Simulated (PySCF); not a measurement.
C4H6BNO, SMILES B1(C=NC(=C1)C)O.

Geometry: PBE-D3(BJ)/def2-SVP. This is a generated structure with no PubChem entry under its InChIKey; it may be hypothetical. One conformer was computed; it need not be the lowest.

Method: TDA-PBE/def2-SVPD in PySCF.

Vertical excitations.  State labels are in the subgroup Cs.

| state | symmetry | energy (eV) | λ (nm) | f | main pairs |
|---|---|---|---|---|---|
| S1 | A" | 2.57 | 482 | 0.000 | HOMO→LUMO 99 % |
| S2 | A' | 3.15 | 393 | 0.029 | HOMO−1→LUMO 95 % |
| S3 | A" | 4.47 | 277 | 0.000 | HOMO−2→LUMO 100 % |
| S4 | A' | 5.19 | 239 | 0.005 | HOMO→LUMO+1 100 % |
| S5 | A" | 5.29 | 234 | 0.002 | HOMO−1→LUMO+1 100 % |
| S6 | A' | 5.65 | 219 | 0.058 | HOMO−3→LUMO 64 %, HOMO−1→LUMO+2 29 % |
| S7 | A" | 5.72 | 217 | 0.000 | HOMO−4→LUMO 94 % |
| S8 | A" | 5.99 | 207 | 0.001 | HOMO−5→LUMO 83 % |
| S9 | A" | 6.13 | 202 | 0.003 | HOMO→LUMO+2 84 %, HOMO−5→LUMO 13 % |
| S10 | A' | 6.17 | 201 | 0.021 | HOMO→LUMO+3 100 % |
| T1 | A' | 2.00 | 619 | 0 | HOMO−1→LUMO 99 % |
| T2 | A" | 2.06 | 602 | 0 | HOMO→LUMO 100 % |
| T3 | A" | 4.09 | 303 | 0 | HOMO−2→LUMO 100 % |
| T4 | A' | 4.48 | 277 | 0 | HOMO−3→LUMO 81 %, HOMO−1→LUMO+2 15 % |
Triplets are in the Tamm–Dancoff approximation.
